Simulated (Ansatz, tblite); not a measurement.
Forces on the cluster Ni2Pt at its PBE-D4/def2-TZVP geometry. The state is a singlet with charge 0.

In the def2 sets Pt takes a core potential; there is no spin–orbit coupling. The xTB rows come from tblite. At r2SCAN-D4/def2-TZVP the restricted singlet is unstable: a solution with broken spin symmetry lies lower. At r2SCAN-D4/def2-TZVP an occupied level of the charge 0 singlet lies above an empty one (by up to 0.03 eV), so this SCF solution is probably not the lowest. The geometry of the singlet was relaxed on an unsound state (an occupied level 0.37 eV above an empty one). At PBE0-D4/def2-TZVP a triplet of charge 0 lies 1.37 eV below the restricted singlet, each at its own geometry. The structure comes from a short search, and lower isomers may exist.

GFN1-xTB (tblite), largest force 2.16 eV/Å:

```xyz
3
positions Å, forces eV/Å
Pt    1.294   -0.347   -0.246   -2.052    0.550    0.390
Ni   -0.777    0.447   -0.948    1.201   -0.642    1.243
Ni   -0.516   -0.100    1.194    0.851    0.093   -1.633
```

GFN2-xTB (tblite), largest force 0.80 eV/Å:

```
Pt 0.764 -0.205 -0.145
Ni -0.432 0.208 -0.339
Ni -0.332 -0.003 0.484
```

r2SCAN-D4/def2-TZVP (Ansatz), largest force 0.57 eV/Å:

```
Pt -0.544 0.146 0.104
Ni 0.317 -0.167 0.318
Ni 0.227 0.022 -0.422
```
